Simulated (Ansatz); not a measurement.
Calculated with Ansatz (gas phase, PBE0-D4/def2-TZVP geometries, no zero-point term in ΔE). CBS: MP2 limit from def2 TZ/QZ plus the TZ coupled-cluster correction, frozen cores. DFT in def2-TZVPP. Elements past krypton have def2 core potentials. For Ga, Ge, Te outer-core shells are correlated without core-valence functions, which leaves a few kJ/mol of doubt a bond. Scalar relativity is left out up to krypton. Each species was taken in one conformer, which may not be the lowest.

Reaction (cleavage of the B–Ga bond): `O[BH][GaH][GeH3]` + H₂Te → `OB[TeH]` + `[GaH2][GeH3]`

`O[BH][GaH][GeH3]`:

Cartesian coordinates in Å:
```
O -2.084 -1.686 0.343
B -1.663 -0.471 0.766
Ga 0.398 -0.082 0.855
Ge 1.665 0.828 -1.043
H -3.042 -1.777 0.313
H -2.491 0.361 1.054
H 1.264 -0.294 2.159
H 0.814 1.086 -2.304
H 2.799 -0.132 -1.462
H 2.341 2.167 -0.681
```

H₂Te:

```xyz
3

Te   -0.599    0.485    0.102
H     0.251   -0.540    1.085
H     0.348    0.055   -1.187
```

`OB[TeH]`:

Z-matrix (Å, degrees):
```
B
Te 1 2.170
O 1 1.347 2 123.3
H 1 1.193 2 118.6 3 -180.0
H 2 1.653 1 92.1 3 180.0
H 3 0.960 1 116.4 2 -0.0
```

`[GaH2][GeH3]`:

Cartesian coordinates in Å:
```
Ga -0.252 -0.780 1.150
Ge 0.212 0.567 -0.835
H -0.673 -0.088 2.497
H -0.162 -2.349 1.094
H 1.151 -0.136 -1.833
H -1.108 0.852 -1.583
H 0.832 1.934 -0.490
```

```
             level  ΔE (kJ/mol)  difference from CCSD(T)/CBS
            PBE-D4        -65.5                          1.8
           BLYP-D4        -62.8                          4.5
         r2SCAN-D4        -71.3                         -4.0
           PBE0-D4        -67.5                         -0.2
          BHLYP-D4        -67.3                          0.0
      CAM-B3LYP-D4        -63.7                          3.6
               PBE        -65.0                          2.3
            r2SCAN        -71.5                         -4.2
           r2SCANh        -71.7                         -4.4
           LC-ωPBE        -64.5                          2.8
       HF/def2-SVP        -71.8                         -4.5
  CCSD(T)/def2-SVP        -67.7                         -0.4
     HF/def2-TZVPP        -70.2                         -2.9
SCS-MP2/def2-QZVPP        -72.6                         -5.3
      HF/CBS(def2)        -71.3                         -4.0
    CCSD/CBS(def2)        -65.8                          1.5
       CCSD(T)/CBS        -67.3                            0
```

Largest T1 diagnostic among the species: 0.014.

Leaving LDA and LC-ωPBE aside and taking each functional with its dispersion term where it has one, the values, not all of them listed here, spread over 9.5 kJ/mol, from PBE-QIDH to BLYP-D4. From BLYP to BHLYP (50 % exact exchange), in def2-TZVPP and without D4, ΔE moves by −5.6 kJ/mol.
